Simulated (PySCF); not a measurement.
SMILES Br[Si](F)(F)F at its B3LYP/def2-SVP optimised geometry (Å):

```
5

F     -0.9104    -1.4155    -1.2940
Si    -0.4119    -0.6217     0.0000
F     -0.9084    -1.4165     1.2940
F      1.1858    -0.6217     0.0000
Br    -1.1858     1.4165     0.0000
```

Level of theory: B3LYP/def2-TZVP run with PySCF. Cells within 0.4 Å of a nucleus heavier than hydrogen are left out (blank, or x).

Map of the Laplacian of the electron density (e/bohr⁵) on the plane z = 1.2 Å:

```
|0000000000000000000000000000000|
|0000000000000000000000000000000|
|0000000000000000000000000000000|
|0000000000000000000000000000000|
|0000000000000000000000000000000|
|0000000000000000000000000000000|
|0000000000000000000000000000000|
|0000000000000000000000000000000|
|0000000000000000000000000000000|
|0000000000000000000000000000000|
|0000000000000000000000000000000|
|0000000000000000000000000000000|
|0000000000000000000000000000000|
|0000000000000000000000000000000|
|0000000000000000000000000000000|
|0000000000000000000000000000000|
|0000000000000000000000000000000|
|0000000001111100000000000000000|
|0000000012565310000000000000000|
|0000000027956731000000000000000|
|0000000159xxx662000000000000000|
|0000000167xxx272000000000000000|
|0000000159xxx772000000000000000|
|0000000038948941000000000000000|
|0000000013686310000000000000000|
|0000000001121100000000000000000|
|0000000000000000000000000000000|
|0000000000000000000000000000000|
|0000000000000000000000000000000|
|0000000000000000000000000000000|
|0000000000000000000000000000000|
```
Scale: ten equal steps from 0.000 (start of '0') to 1.14 (end of '9'), in the order '0123456789'; x runs from -3.50 to 3.50, y from -3.50 (bottom) to 3.50 (top).
